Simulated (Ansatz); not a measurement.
## From C to Sn: the HOMO–LUMO gap

One atom is swapped for its congeners: C4H10 (isobutane) `CC(C)C`; C3H10Si `CC(C)[SiH3]`; C3H10Ge `C[CH](C)[GeH3]`; C3H10Sn `C[CH](C)[SnH3]`. All are singlets with charge 0.

Shapes, held fixed at every level: PBE0-D4/def2-TZVP. Programs: Ansatz 0.2.0. Values in eV.

```
                level  C4H10  C3H10Ge  C3H10Sn
    PBE-D4/def2-TZVPP   7.97     6.70     5.97
  B3LYP-D4/def2-TZVPP   9.63     8.20     7.40
  BHLYP-D4/def2-TZVPP  12.09    10.46     9.50
   PBE0-D4/def2-TZVPP  10.14     8.67     7.82
r2SCAN0-D4/def2-TZVPP  10.84     9.16     8.25
   wB97M-V/def2-TZVPP  13.89    12.37    11.28
   wB97X-V/def2-TZVPP  14.44    12.85    11.79
```

Q: Estimate the column for C3H10Si from its neighbours.

A: The mean of the neighbours at wB97X-V/def2-TZVPP is 13.64 eV, against 13.08 from the run: the member lies nearer Ge. All rows: PBE-D4/def2-TZVPP 6.77; B3LYP-D4/def2-TZVPP 8.38; BHLYP-D4/def2-TZVPP 10.73; PBE0-D4/def2-TZVPP 8.82; r2SCAN0-D4/def2-TZVPP 9.31; wB97M-V/def2-TZVPP 12.57; wB97X-V/def2-TZVPP 13.08 eV. At wB97X-V/def2-TZVPP the HOMO–LUMO gap falls at every step, from 14.44 to 11.79 eV. Every level shows the same order. For atoms past krypton def2 sets carry core potentials with scalar relativity. Relativity is left out for Ge unless named. Orbital gaps aren't excitation energies, and the LUMO depends on the basis.
